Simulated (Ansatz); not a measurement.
```xyz
6

C     0.0000    0.0000    0.0000
C     0.0000    0.0000    1.3100
C     0.0000    0.0000    2.6000
C     0.0000    0.0000    3.8800
C     0.0000    0.0000    5.1700
C     0.0000    0.0000    6.4800
```

Basis set: cc-pVDZ (spherical functions). Correlated methods keep 6 orbitals frozen. Charge 0, multiplicity 1.

Computed with Ansatz (development build ahead of 0.2.0); the reference of a correlated method needn't be the lowest determinant of its kind. Restricted open shells among the atoms or ions are ROHF, correlated in semicanonical orbitals with singles.

(1) Give the atomization energy at this shape (free ground-state atoms in the same class of orbitals less the molecule, no zero-point energy) of singlet C₆ by RHF-CCSD(T), RHF-CCSD.

Answers

(1)

| method | atomization energy |
| --- | --- |
| RHF-CCSD(T) | 28.29 eV |
| RHF-CCSD | 27.14 eV |

Caution: large share of triples, a single reference is doubtful; no unrestricted run beside it, a lower state can exist; the reference determinant was not shown to be the lowest.
